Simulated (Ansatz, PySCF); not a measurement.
CH2FNO2Si, SMILES C(#N)O[Si@@H](O)F.

Geometry: B3LYP-D3(BJ)/def2-SVP. The structure was generated by enumeration; whether it is a known compound was not checked. Other conformers were not sampled.

Vertical ionisation energy (IE) and electron affinity (EA) in eV. Rows of orbital energies are one-electron estimates. Where ΔSCF, EOM or ADC give a negative EA the extra electron is unbound and the value depends on the basis.

```tsv
level	IE	EA
−ε(HOMO), −ε(LUMO), B3LYP/def2-TZVP (PySCF)	8.70	0.46
−ε(HOMO), −ε(LUMO), PBE/def2-TZVP (PySCF)	7.50	1.03
ΔSCF, CAM-B3LYP/def2-SVPD (Ansatz), final states of multiplicity 2 and 2	11.77	-0.84
ΔSCF, PBE/def2-SVPD (Ansatz), final states of multiplicity 2 and 2	11.24	-0.62
```

Task: What vertical singlet–triplet gap does ΔSCF give with CAM-B3LYP/def2-SVPD (Ansatz, a program for electronic structure) and with PBE/def2-SVPD (Ansatz)? (An estimate is asked for; the answer gives what the named calculation found.)

Result: 6.82 and 6.78 eV (triplet above singlet where positive).
